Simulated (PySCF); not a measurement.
# Curvature of the energy in the electron number along the third row, charge +1

Calculated with PySCF 2.14, in def2-SVP, non-relativistic: one orbital is emptied in steps, and each cell gives the departure of E from the straight line at half an electron, in eV (from a cubic fit). The exact functional gives zero.

```tsv
species	orbital	LDA	PBE	r2SCAN	PBE0	BHandHLYP	LC-wPBE	UHF
Mg+	3s alpha	-0.76	-0.82	-0.65	-0.60	-0.45	-0.04	0.00
Si+	3p alpha	-1.07	-1.05	-0.96	-0.77	-0.51	-0.11	0.08
P+	3p alpha	-1.23	-1.19	-1.10	-0.86	-0.55	-0.16	0.13
S+	3p alpha	-1.38	-1.34	-1.22	-0.96	-0.60	-0.24	0.17
Cl+	3p beta	-1.42	-1.37	-1.25	-0.97	-0.63	-0.24	0.22
Ar+	3p beta	-1.59	-1.53	-1.40	-1.08	-0.67	-0.34	0.25
```

Problem. How does the mean departure depend on the functional?

Solution. LDA -1.24 eV; PBE -1.22 eV; r2SCAN -1.09 eV; PBE0 -0.87 eV; BHandHLYP -0.57 eV; LC-wPBE -0.19 eV; UHF 0.14 eV. Semilocal functionals are convex (delocalisation error), Hartree-Fock is concave or straight, and exact exchange removes curvature roughly in proportion to its share, so among the functionals the range-separated hybrids usually come closest to zero.
